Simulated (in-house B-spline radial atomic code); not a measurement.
Computed with a B-spline radial atomic code. Model: two electrons, singlet ground state, non-relativistic, full CI in B-splines with partial waves to l = 8 (at full coupling up to 3e-4 hartree above the limit, correlation up to 0.6 % small), density held at that of full coupling by Lieb maximisation.

W(λ) is the mean repulsion in the state of coupling λ less the Hartree energy of the fixed density. Its start is exact exchange, its initial slope is twice the second-order Görling-Levy correlation energy, and its area from 0 to 1 is E_xc. A straight curve means weak, dynamic correlation, and a curve that drops fast and flattens means strong correlation.

Command:
```bash
python run_ac.py task.json out
```
Settings (lengths in bohr, energies in hartree):
```
potential              harmonic
strength               2.44
lmax                   8
```

Run time, properties included: 6.1 s on 1 thread of Intel(R) Xeon(R) Processor @ 2.30GHz (shared host).

**W = mean repulsion less Hartree energy, and W of three functionals.**

Given: confinement harmonic well; well frequency 2.44 hartree; external potential omega^2 r^2/2.

Computed: PBE exchange minus exact 51.006 millihartree; SCAN exchange minus exact 3.5248 millihartree.

| coupling | W xc (hartree) | W xc minus exchange (millihartree) | kinetic minus Kohn-Sham (millihartree) | LDA (PW92) W minus its exchange (millihartree) | PBE W minus its exchange (millihartree) | SCAN W minus its exchange (millihartree) |
| --- | --- | --- | --- | --- | --- | --- |
| 0 | -1.1933 | 0 | 0 | 0 | 0 | 0 |
| 0.02 | -1.1953 | -1.992 | 0.02 | -12.41 | -3.28 | -1.9 |
| 0.05 | -1.1982 | -4.949 | 0.12 | -25.54 | -8.02 | -4.7 |
| 0.12 | -1.205 | -11.715 | 0.7 | -49.23 | -18.44 | -11.02 |
| 0.25 | -1.2171 | -23.795 | 2.93 | -82.62 | -36.02 | -22.2 |
| 0.4 | -1.2303 | -36.994 | 7.21 | -113.01 | -54.19 | -34.32 |
| 0.6 | ? | ? | ? | ? | ? | ? |
| 0.8 | -1.262 | -68.706 | 26.07 | -173.86 | -95.14 | -63.46 |
| 1 | ? | ? | ? | ? | ? | ? |
| 1.4 | -1.3016 | -108.35 | 69.26 | -238.43 | -143.53 | -100.41 |
| 2 | -1.3339 | -140.59 | 123.75 | -286.51 | -182 | -131.3 |
| 3 | -1.3758 | -182.51 | 227.5 | -346.41 | -232.18 | -173.06 |
| 4.5 | -1.4205 | -227.25 | 393.16 | -409.78 | -287.36 | -220.09 |
| 7 | -1.4685 | -275.19 | 663.82 | -479.6 | -350.01 | -273.37 |
| 10 | -1.5042 | -310.9 | 963.35 | -534.38 | -400.17 | -314.35 |

**Question.** What belongs in the row 0.6?

**Answer.** W xc (hartree): -1.2467; W xc minus exchange (millihartree): -53.448; kinetic minus Kohn-Sham (millihartree): 15.41; LDA (PW92) W minus its exchange (millihartree): -146.11; PBE W minus its exchange (millihartree): -75.8; SCAN W minus its exchange (millihartree): -49.42.

**Question.** What belongs in the row 1?

**Answer.** W xc (hartree): -1.2762; W xc minus exchange (millihartree): -82.878; kinetic minus Kohn-Sham (millihartree): 38.81; LDA (PW92) W minus its exchange (millihartree): -197.94; PBE W minus its exchange (millihartree): -112.68; SCAN W minus its exchange (millihartree): -76.57.

**Question.** What is the LDA exchange minus exact?

**Answer.** 172.71 millihartree.

**Energy parts, natural occupations and partial-wave weights.**

Computed: total energy 8.4953 hartree; exchange energy -1.1933 hartree; correlation energy -0.044067 hartree; kinetic part of the DFT correlation energy 0.038811 hartree; kinetic part over minus potential part 0.46829; Hartree energy 2.3866 hartree; Kohn-Sham kinetic 3.376 hartree.

```csv
natural,occupation of the shell (electrons)
s,1.9875
p,0.011181
s,0.00062293
d,0.00043676
p,?
f,5.5658e-05
```

**Question.** What belongs in the row p?

**Answer.** occupation of the shell (electrons): 9.1117e-05.

```
wave      weight
   s     0.99409
   p           ?
   d  0.00022845
   f  3.0684e-05
   g  6.9374e-06
```

**Question.** What belongs in the row p?

**Answer.** weight: 0.0056388.

**Question.** What is the Lieb Oxford ratio E_xc over LDA exchange?

**Answer.** 1.2124.

**Question.** What is the initial slope twice GL2?

**Answer.** -0.099977 hartree.

Half-way to full coupling W has made 55 % of its drop, against 50 % for a straight line, and second-order (GL2) theory, half the initial slope, overshoots the correlation energy by about 13 %: a moderate bend, as in light atoms. Over couplings 0 to 1 the errors in E_xc come to about +95 millihartree for LDA, +33 millihartree for PBE, +6.8 millihartree for SCAN, so SCAN is nearest. In LDA and PBE the errors of exchange and correlation have opposite signs, so the sum is smaller than the larger of the two.
